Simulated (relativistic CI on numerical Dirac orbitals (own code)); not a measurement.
Method of calculation: Dirac-Coulomb-Breit CI, separate exchange-only KLI orbitals for each configuration, QED by a radiative potential, unscaled Slater integrals (own radial code, finite nucleus).

The strongest absorption lines from the ground level of an ion, among the configurations computed and to levels below about 674 eV (vacuum wavelength in nm, gf): 1.8468 (0.26), 2.2898 (0.092), 2.3159 (0.5), 2.3447 (0.14), 2.3460 (0.19), 2.4201 (1.3), 17.851 (0.16), 22.293 (0.12).

Question: Which ion is it?
A. K16+
B. Cl12+
C. V18+
D. K14+

Answer: D. K14+ has 5 electrons and the ground level 2s²2p ²P°1/2; the strongest line goes to 2s²3d ²D3/2. The pattern of lines fixes the number of electrons, and along that sequence the line energies rise steadily with the charge (about as its square where n changes within one kind of shell, about linearly where n is kept but much faster in heavy ions where fine structure, which grows about as Z⁴, sets the gap, and irregularly where shells cross), which fixes Z. Configurations outside the model, such as inner-shell arrays, can give stronger lines. At this charge energies of transitions that change n are usually good to better than 1 %, and those within a shell (Δn = 0) to a few per cent.
